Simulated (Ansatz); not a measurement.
Ideal-gas functions of `B[S][GaH][Cl]` at 400 K and 1 bar, from an Ansatz frequency run at PBE0-D4/def2-TZVP.

Molar mass 151.08 g/mol, point group Cs (symmetry number 1), electronic degeneracy 1, moments of inertia 57.5, 344.404, 401.904 u Å². Harmonic wavenumbers (cm⁻¹, unscaled): 47, 108, 194, 341, 396, 430, 445, 600, 797, 833, 953, 1205, 2039, 2591, 2693.

Use S(trans) = R[1.5 ln M + 2.5 ln T − 1.1517]; rotational temperatures θ = 24.2544 K / I; S(rot) = R[ln(√π/σ · √(T³/θAθBθC)) + 1.5]; for each mode x = 1.438777 ν̃/T, S = R[x/(eˣ − 1) − ln(1 − e⁻ˣ)] and H = RT x/(eˣ − 1); 1 cm⁻¹ = 0.0119627 kJ/mol; R = 8.31446 J/(mol·K).

Task: By hand: the entropy, in J/(mol·K).

Result: Translation 177.5. Rotation: θ = 0.4218, 0.0704, 0.0603 K, giving 118.2. Vibration, mode by mode: 23.10, 16.23, 11.47, 7.12, 6.04, 5.47, 5.24, 3.36, 1.92, 1.74, 1.23, 0.59, 0.05, 0.01, 0.01, in all 83.6. Electronic 0.0. Sum 379.3 J/(mol·K).

Task: By hand: H − E and G − E in kJ/mol, counted from the electronic energy.

Result: Zero-point energy ½ × 13672 × 0.0119627 = 81.8; thermal vibration 16.6; translation, rotation and pV give 4 RT = 13.3. H − E = 111.7 kJ/mol, and G − E = 111.7 − 400 × 379.3/1000 = -40.0 kJ/mol.

Vibration gives 22 % of the entropy, 39.3 J/(mol·K) of it from the modes under 150 cm⁻¹: soft modes count most, and the harmonic formula is weakest for them. The sum counts one conformer and one mirror image; others add a mixing term.
